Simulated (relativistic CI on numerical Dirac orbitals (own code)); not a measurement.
## Hyperfine structure of La XXIV, mass number 139

Method of calculation: Dirac-Coulomb-Breit CI, separate exchange-only KLI orbitals for each configuration, model QED, unscaled Slater integrals (own radial code, finite nucleus).

CI space (outside the closed core [Ar] 3d10): 4s²4p⁴, 4s4p⁵, 4s²4p³4d, 4p⁶, 4s4p⁴4d, 4s²4p³4f, 4s4p⁴4f, 4p⁵4d, 4s4p³4d², 4s²4p²4d4f, 4p⁵4f, 4p⁴4d², 4p³4d³, 4p³4d²4f. Double excitations out of closed p, d and f shells are left out; levels of such configurations are missing from the list, as are those of other unlisted configurations, and high levels can miss mixing partners.

Nuclear spin I = 7/2, μ = 2.7791 μN, Q = 0.206 b (tables of Stone and Pyykkö). The electronic factors are computed for point nuclear moments, without core polarisation or the Bohr-Weisskopf and QED corrections.

```
     Level  E (cm⁻¹)  A (MHz)  B (MHz)
4s²4p⁴ ³P2         0    14490     2080
4s²4p⁴ ³P1    166457    -6030    -3670
4s²4p⁴ ¹D2    193218    36170    -9420
4s4p⁵ ³P°2    615965    81470    -6640
```

Levels with J = 0, under 50 % of one LS term, or S terms without an open s electron are left out. Small factors come from cancelling terms and can be off by tens of per cent or more.

At this charge energies of transitions that change n are usually good to better than 1 %, and those within a shell (Δn = 0) to a few per cent.

**Question.** Give the hyperfine levels of 4s²4p⁴ ³P2 relative to its centre of gravity.

**Answer.** With K = F(F + 1) − I(I + 1) − J(J + 1), E = AK/2 + B[¾K(K + 1) − I(I + 1)J(J + 1)]/[2I(2I − 1)J(2J − 1)]: F = 3/2: -129300, F = 5/2: -94020, F = 7/2: -44080, F = 9/2: 21030, F = 11/2: 102000 MHz.

LS names give the leading component of a level, which can be under half, so a name can repeat, a term be missing and a line seem to break the LS rules.
